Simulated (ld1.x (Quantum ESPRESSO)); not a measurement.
# Pseudopotential generation for Ni (Z = 28): TM, Wu–Cohen, scalar-relativistic.

Input for ld1.x (Quantum ESPRESSO) 7.5:

```
&input
   title='Ni', zed=28., rel=1, dft='WC', iswitch=3,
   config='[Ar] 3d8 4s1.5 4p0.5',
   nld=3, rlderiv=3.10, eminld=-3.0, emaxld=5.0, deld=0.02
 /
 &inputp
   pseudotype=2, tm=.true., lloc=-1, rcloc=2.60,
   nlcc=.true., new_core_ps=.true., rcore=0.50,
   file_pseudopw='Ni.UPF', file_wfcaegen='ae.wfc', file_wfcncgen='nc.wfc', file_beta='beta', file_chi='chi'
 /
3
4S  1  0   1.50   0.00  2.00  2.00  0.0
4P  2  1   0.50   0.00  2.85  2.85  0.0
3D  3  2   8.00   0.00  1.00  1.00  0.0
 &test
   configts(1)='3d8 4s1.5 4p0.5'
 /
```

Command:

```bash
ld1.x < Ni.in > Ni.out
```

Resulting log (shortened: banner, matrices, multipoles, cross overlaps and the repeated all-electron block are left out):

```
Program LD1 v.7.5
     --------------------------- All-electron run ----------------------------

     Ni
     scalar relativistic calculation

     atomic number is 28.00
     dft =WC   lsd =0 sic =0 latt =0  beta=0.20 tr2=1.0E-14
     Exchange-correlation= WC
                           (   1   4  11   4   0   0   0)
     mesh =1195 r(mesh) =  98.77016 a.u. xmin = -7.00 dx = 0.01250
     1 Ry =  13.60569312 eV, c = 137.03599908

     n l     nl                  e(Ry)          e(Ha)          e(eV)
     1 0     1S 1( 2.00)      -603.4931      -301.7466     -8210.9425
     2 0     2S 1( 2.00)       -72.2035       -36.1018      -982.3788
     2 1     2P 1( 6.00)       -62.1590       -31.0795      -845.7165
     3 0     3S 1( 2.00)        -8.2225        -4.1113      -111.8730
     3 1     3P 1( 6.00)        -5.3173        -2.6586       -72.3451
     3 2     3D 1( 8.00)        -0.7291        -0.3645        -9.9199
     4 0     4S 1( 1.50)        -0.4662        -0.2331        -6.3432
     4 1     4P 1( 0.50)        -0.1222        -0.0611        -1.6632

     final scf error:  3.1E-15 reached in  31 iterations

     Etot =   -3040.037820 Ry,   -1520.018910 Ha,  -41361.821657 eV

     Ekin =    3082.228198 Ry,    1541.114099 Ha,   41935.850996 eV
     Encl =   -7295.839160 Ry,   -3647.919580 Ha,  -99264.948684 eV
     Eh   =    1299.080974 Ry,     649.540487 Ha,   17674.897070 eV
     Exc  =    -125.507831 Ry,     -62.753916 Ha,   -1707.621039 eV

     normalization and overlap integrals

     s(1S/1S) =  1.000000  <r> =   0.0541  <r2> =    0.0039  r(max) =   0.0353
     s(2S/2S) =  1.000000  <r> =   0.2451  <r2> =    0.0709  r(max) =   0.2055
     s(2P/2P) =  1.000000  <r> =   0.2153  <r2> =    0.0569  r(max) =   0.1641
     s(3S/3S) =  1.000000  <r> =   0.7405  <r2> =    0.6337  r(max) =   0.6410
     s(3P/3P) =  1.000000  <r> =   0.7787  <r2> =    0.7166  r(max) =   0.6491
     s(3D/3D) =  1.000000  <r> =   1.0058  <r2> =    1.3677  r(max) =   0.6252
     s(4S/4S) =  1.000000  <r> =   2.7398  <r2> =    8.7547  r(max) =   2.2096
     s(4P/4P) =  1.000000  <r> =   4.1436  <r2> =   20.9708  r(max) =   3.0581

     ------------------------ End of All-electron run ------------------------

     --------------------- Generating NC pseudopotential ---------------------

      Generating local potential from pseudized AE potential:
      Matching radius rcloc =   2.6000

      Local pseudo, rcloc= 2.632 Estimated cut-off energy=     3.48 Ry

      Computing core charge for nlcc:

       r > 0.51 : true rho core
      Core charge pseudized with two Bessel functions
      Integrated core pseudo-charge :   9.47

      Wfc   4S  rcut= 1.999  Using Troullier-Martins method

      Wfc   4P  rcut= 2.837  Using Troullier-Martins method

      Wfc   3D  rcut= 0.993  Using Troullier-Martins method

     ------------------- End of pseudopotential generation -------------------

     Computing logarithmic derivative in   3.11605
     Computing logarithmic derivative in   3.11605
     Computing the partial wave expansion
     R is outside the sphere for l=    0 j= 0.00
     R is outside the sphere for l=    1 j= 0.00
     R is outside the sphere for l=    2 j= 0.00

     ---------------------- Testing the pseudopotential ----------------------

     Ni
     scalar relativistic calculation

     atomic number is 28.00   valence charge is 10.00
     dft =WC   lsd =0 sic =0 latt =0  beta=0.20 tr2=1.0E-14
     mesh =1195 r(mesh) =  98.77016 xmin = -7.00 dx = 0.01250

     n l     nl             e AE (Ry)        e PS (Ry)    De AE-PS (Ry)
     3 2     3D   1( 8.00)       -0.72910       -0.72910        0.00000
     1 0     4S   1( 1.50)       -0.46622       -0.46622        0.00000
     2 1     4P   1( 0.50)       -0.12225       -0.12225       -0.00000

     eps = 1.2E-15  iter =  7

     Etot =   -3040.037820 Ry,   -1520.018910 Ha,  -41361.821657 eV
     Etotps =   -96.948447 Ry,     -48.474223 Ha,   -1319.050816 eV

     Ekin =     129.159972 Ry,      64.579986 Ha,    1757.310946 eV
     Encl =    -148.937426 Ry,     -74.468713 Ha,   -2026.396919 eV
     Ehrt =      73.016484 Ry,      36.508242 Ha,     993.439880 eV
     Ecxc =     -38.122574 Ry,     -19.061287 Ha,    -518.684040 eV
     (Ecc =     -19.186326 Ry,      -9.593163 Ha,    -261.043258 eV)
     Epseu=    -112.064903 Ry,     -56.032452 Ha,   -1524.720682 eV

     ---------------------- End of pseudopotential test ----------------------
```

Generation and configuration tests took about 2.4 s on one core of a shared server CPU.

Transferability test of the new file with ld1.x, input:

```
&input
   title='Ni', zed=28., rel=1, dft='WC', iswitch=2,
   config='[Ar] 3d8 4s1.5 4p0.5'
 /
 &test
   file_pseudo='Ni.UPF', nconf=8,
   configts(1)='3d8 4s1.5 4p0.5',
   configts(2)='3d8 4s2 4p0',
   configts(3)='3d8 4s1 4p0',
   configts(4)='3d8 4s0 4p0',
   configts(5)='3d9 4s0 4p0',
   configts(6)='3d9 4s1 4p0',
   configts(7)='3d8 4s1.5 4p0',
   configts(8)='3d8 4s1 4p1'
 /
```

```bash
ld1.x < Ni.test.in > Ni.test.out
```

Pseudopotential blocks of its output, shortened (energy terms left out; the distinct warnings before each block abridged to one line each):

```
     BEWARE! Errors in PS-KS equations
     ---------------------- Testing the pseudopotential ----------------------

     n l     nl             e AE (Ry)        e PS (Ry)    De AE-PS (Ry)
     3 2     3D   1( 8.00)       -0.72910       -0.72910        0.00000
     1 0     4S   1( 1.50)       -0.46622       -0.46622        0.00000
     2 1     4P   1( 0.50)       -0.12225       -0.12225        0.00000

     eps = 6.9E-16  iter =  7

     Etot =   -3040.037820 Ry,   -1520.018910 Ha,  -41361.821657 eV
     Etotps =   -96.948447 Ry,     -48.474223 Ha,   -1319.050818 eV

     ---------------------- End of pseudopotential test ----------------------

          ---------------------- Testing the pseudopotential ----------------------

     n l     nl             e AE (Ry)        e PS (Ry)    De AE-PS (Ry)
     3 2     3D   1( 8.00)       -0.65471       -0.65578        0.00107
     1 0     4S   1( 2.00)       -0.41742       -0.41719       -0.00022
     2 1     4P   1( 0.00)       -0.08654       -0.08648       -0.00006

     eps = 6.1E-15  iter =  9

     Etot =   -3040.206478 Ry,   -1520.103239 Ha,  -41364.116371 eV
     Etotps =   -97.117085 Ry,     -48.558542 Ha,   -1321.345251 eV
     dEtot_ae =      -0.168658 Ry
     dEtot_ps =      -0.168638 Ry,   Delta E=      -0.000021 Ry

     ---------------------- End of pseudopotential test ----------------------

          ---------------------- Testing the pseudopotential ----------------------

     n l     nl             e AE (Ry)        e PS (Ry)    De AE-PS (Ry)
     3 2     3D   1( 8.00)       -1.32171       -1.31735       -0.00437
     1 0     4S   1( 1.00)       -0.96920       -0.97046        0.00127
     2 1     4P   1( 0.00)       -0.55161       -0.55262        0.00101

     eps = 5.8E-15  iter =  9

     Etot =   -3039.518836 Ry,   -1519.759418 Ha,  -41354.760518 eV
     Etotps =   -96.429031 Ry,     -48.214516 Ha,   -1311.983808 eV
     dEtot_ae =       0.518984 Ry
     dEtot_ps =       0.519416 Ry,   Delta E=      -0.000431 Ry

     ---------------------- End of pseudopotential test ----------------------

          BEWARE! Errors in PS-KS equations
     ---------------------- Testing the pseudopotential ----------------------

     n l     nl             e AE (Ry)        e PS (Ry)    De AE-PS (Ry)
     3 2     3D   1( 8.00)       -2.08509       -2.07558       -0.00951  !
     1 0     4S   1( 0.00)       -1.57661       -1.58240        0.00579  !
     2 1     4P   1( 0.00)       -1.08895       -1.09494        0.00599  !

     eps = 2.8E-15  iter = 10

     Etot =   -3038.251041 Ry,   -1519.125520 Ha,  -41337.511289 eV
     Etotps =   -95.157862 Ry,     -47.578931 Ha,   -1294.688664 eV
     dEtot_ae =       1.786779 Ry
     dEtot_ps =       1.790585 Ry,   Delta E=      -0.003806 Ry

     ---------------------- End of pseudopotential test ----------------------

          Warning: n=3, l=2 expected 0 nodes, found 1
     ---------------------- Testing the pseudopotential ----------------------

     n l     nl             e AE (Ry)        e PS (Ry)    De AE-PS (Ry)
     3 2     3D   1( 9.00)       -0.95226       -0.92270       -0.02956  !
     1 0     4S   1( 0.00)       -0.83765       -0.85128        0.01364  !
     2 1     4P   1( 0.00)       -0.46335       -0.47327        0.00992  !

     eps = 7.6E-15  iter = 11

     Etot =   -3039.747045 Ry,   -1519.873522 Ha,  -41357.865460 eV
     Etotps =   -96.629886 Ry,     -48.314943 Ha,   -1314.716582 eV
     dEtot_ae =       0.290775 Ry
     dEtot_ps =       0.318560 Ry,   Delta E=      -0.027785 Ry

     ---------------------- End of pseudopotential test ----------------------

          BEWARE! Errors in PS-KS equations
     ---------------------- Testing the pseudopotential ----------------------

     n l     nl             e AE (Ry)        e PS (Ry)    De AE-PS (Ry)
     3 2     3D   1( 9.00)       -0.34315       -0.32271       -0.02044  !
     1 0     4S   1( 1.00)       -0.33001       -0.33826        0.00825  !
     2 1     4P   1( 0.00)       -0.04936       -0.05278        0.00342

     eps = 6.9E-15  iter = 16

     Etot =   -3040.324581 Ry,   -1520.162290 Ha,  -41365.723243 eV
     Etotps =   -97.218483 Ry,     -48.609242 Ha,   -1322.724852 eV
     dEtot_ae =      -0.286761 Ry
     dEtot_ps =      -0.270037 Ry,   Delta E=      -0.016725 Ry

     ---------------------- End of pseudopotential test ----------------------

          ---------------------- Testing the pseudopotential ----------------------

     n l     nl             e AE (Ry)        e PS (Ry)    De AE-PS (Ry)
     3 2     3D   1( 8.00)       -0.97422       -0.97273       -0.00149
     1 0     4S   1( 1.50)       -0.68492       -0.68517        0.00025
     2 1     4P   1( 0.00)       -0.30724       -0.30741        0.00017

     eps = 9.6E-15  iter = 12

     Etot =   -3039.931758 Ry,   -1519.965879 Ha,  -41360.378611 eV
     Etotps =   -96.842346 Ry,     -48.421173 Ha,   -1317.607244 eV
     dEtot_ae =       0.106062 Ry
     dEtot_ps =       0.106101 Ry,   Delta E=      -0.000039 Ry

     ---------------------- End of pseudopotential test ----------------------

          BEWARE! Errors in PS-KS equations
     ---------------------- Testing the pseudopotential ----------------------

     n l     nl             e AE (Ry)        e PS (Ry)    De AE-PS (Ry)
     3 2     3D   1( 8.00)       -0.79548       -0.79441       -0.00107
     1 0     4S   1( 1.00)       -0.50777       -0.50794        0.00017
     2 1     4P   1( 1.00)       -0.15344       -0.15347        0.00003

     eps = 7.6E-15  iter = 10

     Etot =   -3039.863142 Ry,   -1519.931571 Ha,  -41359.445043 eV
     Etotps =   -96.773714 Ry,     -48.386857 Ha,   -1316.673457 eV
     dEtot_ae =       0.174678 Ry
     dEtot_ps =       0.174733 Ry,   Delta E=      -0.000055 Ry

     ---------------------- End of pseudopotential test ----------------------
```
